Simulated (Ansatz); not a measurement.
`O[Si](O)(Br)Br` + H–F → `O[Si](F)(Br)Br` + H₂O at 700 K and 1 bar (ligand exchange at the Si–O bond).

Isolated molecules relaxed with PBE0-D4/def2-TZVP in Ansatz; ΔE leaves out vibrations. CCSD(T)/CBS is the MP2 limit (def2-TZVPP, def2-QZVPP) plus CCSD(T) − MP2 in def2-TZVPP, frozen cores. This one scheme is used for every species. For Br outer-core shells are correlated without core-valence functions, which leaves a few kJ/mol of doubt a bond. Scalar relativity is left out up to krypton. Each species was taken in one conformer, which may not be the lowest.

```csv
species,CCSD(T)/CBS energy (Eh),H − E (kJ/mol),S (J/(mol·K))
`O[Si](O)(Br)Br`,-5587.47927,153.5,476.5
H–F,-100.39570,45.2,198.5
`O[Si](F)(Br)Br`,-5611.50823,116.9,457.1
H₂O,-76.37941,80.5,218.4
```

H − E and S are ideal-gas, rigid-rotor, harmonic terms from PBE0-D4/def2-TZVP, for one conformer and one mirror image of each species. 1 Eh = 2625.50 kJ/mol, R = 8.31446 J/(mol·K).

Question: By hand: ΔE, ΔH, ΔS and ΔG.

Answer: ΔE = (-5611.50823) + (-76.37941) − (-5587.47927) − (-100.39570) = -0.01267 Eh = -33.3 kJ/mol. Δ(H − E) = 116.9 + 80.5 − 153.5 − 45.2 = -1.3, so ΔH = -34.6 kJ/mol. ΔS = 457.1 + 218.4 − 476.5 − 198.5 = 0.5 J/(mol·K). ΔG = -34.6 − 700 × (0.5)/1000 = -35.0 kJ/mol.

Question: By hand: the equilibrium constant, and the temperature at which ΔG would vanish if ΔH and ΔS stayed fixed.

Answer: log₁₀ K = −ΔG/(RT ln 10) = 2.6. ΔH and −TΔS have one sign here, so there is no such temperature.

The number of gas molecules stays the same, so ΔS is small and ΔH decides. A doubt of 5 kJ/mol in ΔE shifts log₁₀ K by 0.4 here. Other conformers and mirror images would add mixing entropy, several J/(mol·K) or more a flexible species. These are equilibria of isolated gas molecules and say nothing of rates. Largest T1 diagnostic: 0.009 (customary marks: 0.02 for closed shells, 0.045 for open ones).

ΔS is within the doubt of such terms, so its sign, and with it that verdict, could turn.
